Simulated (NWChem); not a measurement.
# C3H6Se; SMILES C=CC[SeH]

```xyz
10

C      0.4471     2.7312    -0.1966
C     -0.0987     1.6976     0.4490
C     -0.8324     0.5861    -0.2126
Se     0.0397    -1.1603     0.0451
H      0.3779     2.8276    -1.2853
H      0.9806     3.5199     0.3398
H     -0.0019     1.6270     1.5391
H     -1.8260     0.4345     0.2382
H     -0.9695     0.7631    -1.2885
H      1.3087    -0.7470    -0.5737
```
Atoms are numbered in this order, from 1.

All runs use the structure optimised with PBE0/def2-SVP.

Spin-orbit effects, on the heavy nuclei and on their neighbours, are missing.

### Question
Give the principal values of the shielding tensors (ppm) of C1, C2, C3, Se4 from PBE0/pcSseg-1, GIAO (NWChem), with their diamagnetic and paramagnetic parts as GIAO splits them.

### Answer
| atom | σ11 | σ22 | σ33 | isotropic | diamagnetic | paramagnetic |
|---|---|---|---|---|---|---|
| C1 | -46.6 | 83.1 | 154.7 | 63.7 | 255.8 | -192.1 |
| C2 | -88.4 | 47.3 | 149.5 | 36.1 | 256.2 | -220.0 |
| C3 | 134.9 | 151.9 | 169.9 | 152.2 | 246.9 | -94.7 |
| Se4 | 1342.2 | 1566.4 | 2240.4 | 1716.3 | 2997.9 | -1281.5 |
